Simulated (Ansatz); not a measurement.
Calculated with Ansatz (gas phase, PBE0-D4/def2-TZVP geometries, no zero-point term in ΔE). CBS: MP2 limit from def2 TZ/QZ plus the TZ coupled-cluster correction, frozen cores. This one scheme is used for every species, atoms too. DFT in def2-TZVPP. Open shells (•) are unrestricted, without spin–orbit coupling. Spin–orbit coupling would lower the free atoms: clearly for Br, Ga. For Br, Ga outer-core shells are correlated without core-valence functions, so the limit isn't a true one: a few kJ/mol of doubt a bond, and 10 to 20 or more in all where bonds break to atoms. Scalar relativity is left out up to krypton. Each species was taken in one conformer, which may not be the lowest.

Reaction (atomization): `[NH2][Ga]([NH2])[Br]` → Br• + Ga• + 4 H• + 2 N•

```csv
level,ΔE (kJ/mol)
r2SCAN-D4,2498.3
r2SCAN0-D4,2449.4
PBE,2533.3
MP2/CBS(def2),2578.5
```

(1) What does CCSD(T)/CBS give? (An estimate is asked.)

Largest T1 diagnostic among the species: 0.013.

Answers

(1) The calculation gave: +2529.3 kJ/mol. The listed levels differ from it by -31.0, -79.9, 4.0, 49.2 kJ/mol.

The D4 term adds +27.9 kJ/mol with B3LYP and +14.7 kJ/mol with PBE0; it sums over pairs of atoms, weighted by their polarisabilities, and B3LYP, whose exchange is more repulsive, gets the larger term. From r2SCAN to r2SCAN0 (25 % exact exchange), in def2-TZVPP and without D4, ΔE moves by −49.7 kJ/mol: exact exchange takes away binding that semilocal exchange gives to molecules. At CCSD(T), def2-SVP lies −226.2 kJ/mol from the extrapolated value and def2-TZVPP −87.5 kJ/mol: correlation converges slowly with the basis, and small sets miss more of it in the bonded molecule than in its fragments.

B3LYP here is the variant with VWN-RPA as its local correlation; programs differ in this.

For atomizations the MP2-based limit and the directly extrapolated one differ by several kJ/mol either way, and by 10 to 25 for some Ge, Se and Sn compounds, so smaller differences from it don't rank the levels.
